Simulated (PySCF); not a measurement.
Al(Cl)2(OEt) (C2H5AlCl2O), SMILES CC[O][Al]([Cl])[Cl].

Coordinates come from a PBE0-D3(BJ)/def2-SVP optimisation. One conformer was computed; it need not be the lowest.

Calculation: PBE0/def2-TZVP (PySCF).

Gas-phase values at a fixed geometry.

```
Item                                                                                                            Value
---------------------------------------------------------------------------------------------  ----------------------
total energy                                                                                      -1316.97350 hartree
highest occupied level                                                                                       -8.49 eV
lowest empty level                                                                                           -0.86 eV
orbital gap                                                                                                   7.63 eV
dipole moment                                                                                                  1.90 D
quadrupole, principal values (traceless, Buckingham form, about the centre of nuclear charge)   -6.54, 2.00, 4.54 D·Å
mean static polarisability                                                                      72.7 bohr³ (10.78 Å³)
polarisability, principal values                                                               60.1, 73.7, 84.4 bohr³
```
